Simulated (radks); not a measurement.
Q: Radial electron density D(r) = 4 pi r^2 rho(r) of an atom or ion with 19 electrons. All-electron calculation, Dirac Kohn-Sham, LDA (Slater exchange, Perdew-Wang correlation), spin-unpolarised, spherical densities, finite nucleus; Fermi nuclear charge, rms radius of each element as measured or else 0.836 A^(1/3) + 0.57 fm. Program: a radial shooting solver on a logarithmic mesh with Libxc functionals.

| r (bohr) | D(r) (e/bohr) |
|---|---|
| 0.001106 | 2.035 |
| 0.001247 | 2.506 |
| 0.001406 | 3.081 |
| 0.001585 | 3.781 |
| 0.001787 | 4.628 |
| 0.002015 | 5.650 |
| 0.002254 | 6.789 |
| 0.002541 | 8.238 |
| 0.002865 | 9.959 |
| 0.00323 | 11.99 |
| 0.003642 | 14.36 |
| 0.004107 | 17.12 |
| 0.00463 | 20.28 |
| 0.005221 | 23.86 |
| 0.005886 | 27.86 |
| 0.006637 | 32.26 |
| 0.007483 | 36.99 |
| 0.008437 | 41.97 |
| 0.009437 | 46.71 |
| 0.01064 | 51.71 |
| 0.012 | 56.41 |
| 0.01353 | 60.56 |
| 0.01525 | 63.88 |
| 0.0172 | 66.13 |
| 0.01939 | 67.13 |
| 0.02186 | 66.86 |
| 0.02465 | 65.45 |
| 0.02779 | 63.27 |
| 0.03133 | 60.88 |
| 0.03533 | 59.02 |
| 0.03983 | 58.46 |
| 0.04455 | 59.64 |
| 0.05023 | 62.95 |
| 0.05664 | 68.02 |
| 0.06386 | 73.84 |
| 0.072 | 78.81 |
| 0.08118 | 81.11 |
| 0.09153 | 79.22 |
| 0.1032 | 72.57 |
| 0.1164 | 62.01 |
| 0.1312 | 49.76 |
| 0.1479 | 38.85 |
| 0.1668 | 31.93 |
| 0.188 | 30.08 |
| 0.2103 | 31.97 |
| 0.2371 | 35.14 |
| 0.2674 | 36.34 |
| 0.3015 | 33.60 |
| 0.3399 | 27.24 |
| 0.3832 | 19.38 |
| 0.4321 | 12.42 |
| 0.4872 | 7.653 |
| 0.5493 | 4.905 |
| 0.6193 | 3.293 |
| 0.6983 | 2.114 |
| 0.7873 | 1.171 |
| 0.8806 | 0.5557 |
| 0.9929 | 0.1953 |
| 1.119 | 0.05147 |
| 1.262 | 0.009861 |
| 1.423 | 0.001327 |
| 1.605 | 0.0001206 |

What is the nuclear charge?

A: Z = 51. The innermost maximum, from 1s, lies near gamma/Z bohr with gamma = sqrt(1 - (Z/c)^2) = 0.928, here 0.0182 bohr (found: 0.0200), and its height grows with Z. The density is that of the antimony ion Sb32+ in [Ar] 4s1; the configuration itself is not fixed sharply by these data, and Z only to a few units. D(r) has 3 maxima, at r = 0.0200, 0.0818, 0.263 bohr, and minima at 0.0392, 0.185 bohr, inside which lie 2.04, 10.39 electrons.
